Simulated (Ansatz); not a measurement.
`N=C1OB1F`, relaxed with RKS PBE0-D4/def2-TZVP in Ansatz 0.2.0 from a PBE-D4/def2-SVP geometry. The force threshold is 0.005 eV/Å; the program also tests the step.

The species carries charge 0 and has multiplicity 1.

Start:

```xyz
6

N     0.194    0.763    1.415
C     0.047    0.178    0.325
O     0.704    0.606   -1.002
B    -0.092   -0.482   -1.014
F    -0.513   -1.364   -1.892
H    -0.340    0.300    2.167
```

Q: How much energy does the relaxation release, and in how many steps? (An estimate is asked.)

A: Ansatz gave: 0.05 eV, in 9 steps.

Q: Which bonds change most? (Estimate.)

A: The calculation gave: C2–O3 from 1.542 to 1.477 Å; B4–F5 from 1.314 to 1.298 Å; N1–H6 from 1.032 to 1.017 Å; C2–B4 from 1.500 to 1.486 Å.

Q: Give the relaxed structure. (An estimate is asked.)

A: The calculation gave: 
```xyz
6

N     0.195    0.758    1.399
C     0.062    0.194    0.311
O     0.688    0.598   -0.964
B    -0.100   -0.487   -0.999
F    -0.508   -1.353   -1.876
H    -0.337    0.290    2.128
```
